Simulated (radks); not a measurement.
Values are calculated unless marked as measured or tabulated.
Q: Neutral platinum, 78 electrons, occupied as [Xe] 4f14 5d7.5 6s1 6p1.5 (fractional occupations, a model configuration). Code: a radial shooting solver on a logarithmic mesh with Libxc functionals. Model: scalar-relativistic Kohn-Sham, BLYP, spin-polarised, spherical densities, finite nucleus; open shells are filled with parallel spins first (spin-orbit coupling, left out, can overturn this in heavy ions); Fermi nuclear charge, rms radius 5.427 fm. Some entries of the table are withheld. Estimate them.

| orbital | occ. | eigenvalue (hartree) | <r^2> (bohr^2) |
|---|---|---|---|
| 1s up | 1 | -2881.550 | 0.0004062 |
| 1s down | 1 | -2881.549 | 0.0004062 |
| 2s up | 1 | -506.4640 | 0.006203 |
| 2s down | 1 | -506.4572 | 0.006203 |
| 2p up | 3 | -439.1177 | 0.005201 |
| 2p down | 3 | -439.1120 | 0.005201 |
| 3s up | 1 | -119.1486 | 0.04005 |
| 3s down | 1 | -119.1456 | 0.04005 |
| 3p up | 3 | -99.52721 | 0.04106 |
| 3p down | 3 | -99.52388 | 0.04106 |
| 3d up | 5 | -78.20710 | 0.03401 |
| 3d down | 5 | -78.20193 | 0.03401 |
| 4s up | 1 | -25.78912 | 0.1945 |
| 4s down | 1 | -25.78171 | 0.1945 |
| 4p up | 3 | -19.35158 | 0.2220 |
| 4p down | 3 | -19.34446 | 0.2220 |
| 4d up | 5 | -11.52361 | 0.2536 |
| 4d down | 5 | -11.51534 | 0.2534 |
| 5s up | 1 | -4.00466 | 1.015 |
| 5s down | 1 | -3.95796 | 1.009 |
| 4f up | 7 | -2.82653 | 0.3252 |
| 4f down | 7 | -2.81469 | 0.3233 |
| 5p up | 3 | (1) | 1.366 |
| 5p down | 3 | (2) | 1.356 |
| 5d up | 5 | -0.44537 | 2.970 |
| 5d down | 2.5 | -0.37635 | 2.994 |
| 6s up | 1 | -0.34089 | 8.034 |
| 6s down | 0 | -0.27964 | 8.481 |
| 6p up | 1.5 | (3) | 17.27 |

A: 
(1) 5p up eigenvalue (hartree): -2.31746
(2) 5p down eigenvalue (hartree): -2.26031
(3) 6p up eigenvalue (hartree): -0.10514
